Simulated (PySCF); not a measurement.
# SnCl: everyday levels beside a composite calculation

PySCF; the state is a doublet (π ↑). The composite is CCSD(T) extrapolated to the basis-set limit from two correlation-consistent sets, with core-valence (CV) and scalar-relativistic (SR) terms as its label shows; it has no spin–orbit coupling and nothing beyond (T). Here it is CCSD(T)/CBS(DT). It gives Re = 2.364 Å, ωe = 353 cm⁻¹ and De = 3.88 eV to Sn + Cl.

```csv
level,basis,relativity,Re (Å),ωe (cm⁻¹),De (eV)
UHF,def2-SVPD,scalar-relativistic core potentials,2.432,336,2.62
UHF-MP2,def2-SVPD,scalar-relativistic core potentials,2.427,339,3.69
UHF-SCS-MP2,def2-TZVPP,scalar-relativistic core potentials,2.368,353,3.76
UHF-CCSD,def2-SVPD,scalar-relativistic core potentials,2.433,336,3.45
r²SCAN,x2c-SVPall,spin-free X2C,2.392,357,3.91
TPSSh,def2-TZVPPD,scalar-relativistic core potentials,2.380,342,3.99
PBE0,cc-pVTZ-PP/cc-pV(T+d)Z,scalar-relativistic core potentials,2.374,349,3.93
PBE0,def2-TZVPPD,scalar-relativistic core potentials,2.369,348,3.96
CAM-B3LYP,def2-SVPD,scalar-relativistic core potentials,2.416,341,3.81
ωB97X-V,def2-TZVPPD,scalar-relativistic core potentials,2.363,353,4.04
```

Give the difference of each row from the composite.



| level | basis | ΔRe (pm) | Δωe (%) | ΔDe (eV) |
| --- | --- | --- | --- | --- |
| UHF | def2-SVPD | +6.8 | -4.8 | -1.26 |
| UHF-MP2 | def2-SVPD | +6.3 | -4.0 | -0.19 |
| UHF-SCS-MP2 | def2-TZVPP | +0.4 | +0.0 | -0.12 |
| UHF-CCSD | def2-SVPD | +6.9 | -4.8 | -0.43 |
| r²SCAN | x2c-SVPall | +2.8 | +1.1 | +0.03 |
| TPSSh | def2-TZVPPD | +1.6 | -3.1 | +0.11 |
| PBE0 | cc-pVTZ-PP/cc-pV(T+d)Z | +1.0 | -1.1 | +0.05 |
| PBE0 | def2-TZVPPD | +0.5 | -1.4 | +0.08 |
| CAM-B3LYP | def2-SVPD | +5.2 | -3.4 | -0.07 |
| ωB97X-V | def2-TZVPPD | -0.1 | +0.0 | +0.16 |

Which rows come closest in De?

r²SCAN in x2c-SVPall (+0.03 eV), counted from the composite.

Correlated steps freeze 9 core orbitals. Correlated levels converge slowly with the basis: in double zeta they bind strong bonds too weakly, by up to about 1 eV, and carry superposition errors of some tenths. Spin–orbit coupling is left out, which matters for elements this heavy, above all for dissociation energies. The state was picked by a PBE0 search and need not be the measured ground state.
